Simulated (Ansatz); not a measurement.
The cluster Be₃Se₃⁻. The state is a doublet with charge -1. Geometry PBE0-D4/def2-SVP, that of the neutral singlet; atoms count from 1.

```xyz
6

Be    0.280   -1.275    0.646
Be    0.832    0.454   -1.106
Be   -1.111    0.822    0.460
Se    1.774   -1.311   -0.735
Se   -0.447    2.035   -1.031
Se   -1.328   -0.724    1.766
```

The highest occupied level of the charge -1 doublet lies above zero (up to 0.08 eV). By energy differences its removal costs 1.36 eV (vertical, to the charge 0 singlet, at PBE0-D4/def2-TZVPD); a positive level beside a positive removal energy at the same level points to self-interaction error. The structure comes from a short search, and lower isomers may exist.

Q: Estimate the Mulliken populations from the PBE0/def2-TZVPD orbitals of Ansatz.

A: 
```json
{"atom": "Be1", "charge (e)": "-0.28", "spin (α − β)": "0.38"}
{"atom": "Be2", "charge (e)": "-0.28", "spin (α − β)": "0.38"}
{"atom": "Be3", "charge (e)": "-0.28", "spin (α − β)": "0.38"}
{"atom": "Se4", "charge (e)": "-0.05", "spin (α − β)": "-0.05"}
{"atom": "Se5", "charge (e)": "-0.05", "spin (α − β)": "-0.05"}
{"atom": "Se6", "charge (e)": "-0.05", "spin (α − β)": "-0.05"}
```
Mulliken values and Mayer orders depend strongly on the basis. With diffuse functions, as here, like atoms can get unlike values, and bond orders can come out too low or too high.

Q: Where does the spin sit?

A: Summed by element: Be 1.15, Se -0.15, of 1 unpaired in all. Largest on single atoms: Be1 0.38, Be2 0.38, Be3 0.38.

Q: And the Mayer bond orders between bonded heavy atoms (over 0.3)?

A: Be1–Se4 1.19 (2.04 Å); Be1–Se6 1.19 (2.04 Å); Be2–Se4 1.19 (2.03 Å); Be2–Se5 1.19 (2.04 Å); Be3–Se5 1.19 (2.03 Å); Be3–Se6 1.19 (2.03 Å).
